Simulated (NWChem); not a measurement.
Total energies of boron monoxide dimer (B2O2)

SMILES: B(B=O)=O
```xyz
4

O      0.0000     0.0000    -2.0254
B      0.0000     0.0000    -0.8262
B      0.0000     0.0000     0.8262
O      0.0000     0.0000     2.0254
```
Charge 0, spin multiplicity 1.

All runs are NWChem calculations. Structure: optimised with PBE0/def2-SVP, a minimum by its harmonic frequencies. It is one conformer; others weren't searched.

Basis set: 3-21G (36 functions).

```
method   total energy (Ha)
-------  -----------------
RHF             -198.08406
MP2             -198.46481
B2PLYP          -198.92516
PBE             -198.90657
B3LYP           -199.14343
TPSS            -199.16753
CCSD(T)         -198.47178
```

Total energies of different functionals aren't comparable as a measure of quality: only differences taken within one method are. 

The correlated methods keep 4 core orbitals frozen. B3LYP has NWChem's definition, with VWN1-RPA local correlation. Coupled-cluster values serve here as a point of comparison, not as the truth.
